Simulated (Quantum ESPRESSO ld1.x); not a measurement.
The numbers below are computed, except where a source is named.
Species: the bromine ion Br3+. Configuration: [Ar] 3d9.5 4s2 4p2 5s0.5 (fractional occupations, a model configuration). Level of theory: Dirac Kohn-Sham, BLYP, spin-unpolarised, spherical densities, point nucleus; open shells fill j = l - 1/2 first (ld1.x of Quantum ESPRESSO 7.5).

Normalised radial functions P(r) = r R(r) (large component), r in bohr:

```
   r/bohr * 4p3/2 (the largest magnitude, 0.831, reaches the edge; | marks zero)
  0.00253                             *
 0.003348                             *
 0.004466                             *
 0.005909                             *
 0.007818                             *
  0.01043                             |*
   0.0138                             |*
   0.0184                             |*
  0.02435                             | *
  0.03221                             |  *
  0.04297                             |    *
  0.05685                             |     *
  0.07582                             |       *
   0.1003                             |        *
   0.1327                             |      *
    0.177                             |  *
   0.2343                         *   |
   0.3124                  *          |
   0.4134               *             |
    0.547                   *         |
   0.7295                             | *
   0.9653                             |               *
    1.287                             |                         *
    1.703                             |                          *
    2.254                             |                  *
    3.006                             |        *
    3.977                             |  *
    5.305                             *
    7.019                             *
    9.287                             *
```

4p3/2 (empty): eigenvalue -42.995 eV, 2 radial nodes at r = 0.202, 0.695 bohr, <r> = 1.72 bohr, 90 % of the charge inside 2.53 bohr.
